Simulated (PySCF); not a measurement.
SeHF, SMILES F[SeH].

Geometry: B3LYP-D3(BJ)/def2-TZVP.

Level of theory: B3LYP/def2-TZVPD in PySCF.

Gas-phase values at a fixed geometry.

```json
{
 "total_energy": "-2502.05280 hartree",
 "point_group": "Cs",
 "highest_occupied_level": "-7.03 eV",
 "lowest_empty_level": "-2.65 eV",
 "orbital_gap": "4.38 eV",
 "dipole_moment": "0.383 e·Å",
 "quadrupole, principal values (traceless, Buckingham form, about the centre of nuclear charge)": "-2.57, -0.97, 3.54 D·Å",
 "mean_static_polarisability": "30.8 bohr³ (4.56 Å³)",
 "polarisability_principal_values": "30.1, 30.1, 32.1 bohr³"
}
```
